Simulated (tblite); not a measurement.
A tight-binding relaxation on `C=N/C=C\C[SiH2]O[SiH3]`.

Computed with GFN2-xTB geometry optimisation, gas phase (tblite 0.8.0). Start geometry: from a force field or distance geometry. The input is one job of a driver script: a line of settings, then coordinates in Å.

Command:
```bash
OMP_NUM_THREADS=1 python probes_run.py task.json out
```

Input:
```
{"job": {"kind": "relax", "xc": "GFN2-xTB", "basis": "xTB"}, "charge": 0, "multiplicity": 1}
C      2.065600     2.103800     2.401000
N      1.426100     1.073500     1.951500
C      1.698900     0.710600     0.670500
C      1.128200    -0.350400     0.081800
C      0.196300    -1.327400     0.781800
Si    -1.629800    -1.083700     0.411300
O     -2.006500    -1.197100    -1.200400
Si    -1.917100    -0.273100    -2.561900
H      1.891600     2.435600     3.439700
H      2.765500     2.703400     1.811300
H      2.360400     1.325500     0.067000
H      1.377100    -0.578300    -0.944100
H      0.479300    -2.337900     0.479300
H      0.344200    -1.296200     1.858300
H     -2.400500    -2.117800     1.136500
H     -2.106500     0.231600     0.926100
H     -0.502800     0.043900    -2.858000
H     -2.493400    -1.040100    -3.707600
H     -2.686500     0.983400    -2.374500
```

Task: Estimate the output.

Result: 
```
step      E/eV     max force
  0    -671.15386    2.363
  1    -671.25500    1.691
  2    -671.29247    0.471
  3    -671.31061    0.329
  4    -671.33102    0.313
  5    -671.34103    0.297
  6    -671.35349    0.263
  7    -671.36676    0.244
  8    -671.37889    0.297
  9    -671.38695    0.216
... (78 lines left out)
 88    -671.45219    0.036
 89    -671.45233    0.025
 90    -671.45240    0.021
 91    -671.45245    0.021
 92    -671.45253    0.019
 93    -671.45262    0.020
 94    -671.45270    0.017
 95    -671.45274    0.012
 96    -671.45276    0.011
 97    -671.45279    0.009
```

«max force» is the largest atomic force in eV/Å.

Task: From which step on does the largest force stay under 0.1 eV/Å, and how much energy is left to gain from there?

Result: From step 27 (0.084 eV/Å), 12.7 meV above the end.

Main results: energy lowered by 6.9 kcal/mol over 97 steps; largest atomic force 0.009 eV/Å at the end.

Task: Where do the atoms end?

Result: 0.271 Å rms from the input after alignment:
```
atom  x, y, z in Å
C1     1.9353    2.0144    2.4283
N2     1.4784    0.9536    1.9220
C3     1.6751    0.6721    0.5907
C4     1.1360   -0.4192    0.0355
C5     0.2647   -1.3726    0.7528
Si6   -1.5737   -0.8758    0.5478
O7    -1.9077   -0.6612   -1.0225
Si8   -1.8791   -0.2516   -2.5899
H9     1.7637    2.2001    3.4777
H10    2.4981    2.7732    1.8718
H11    2.2908    1.3552   -0.0003
H12    1.3021   -0.6051   -1.0166
H13    0.4175   -2.3814    0.3702
H14    0.5031   -1.3574    1.8138
H15   -2.4449   -1.9746    0.9644
H16   -1.8431    0.3901    1.2224
H17   -0.4989    0.0606   -2.9624
H18   -2.3779   -1.4242   -3.3041
H19   -2.7493    0.9131   -2.7321
```

On an Intel Xeon at 2.50 GHz with one thread, shared host, this took 4.3 s wall, 2.7 s CPU.
Labels such as C1 count atoms from 1, the log's own numbers from 0.
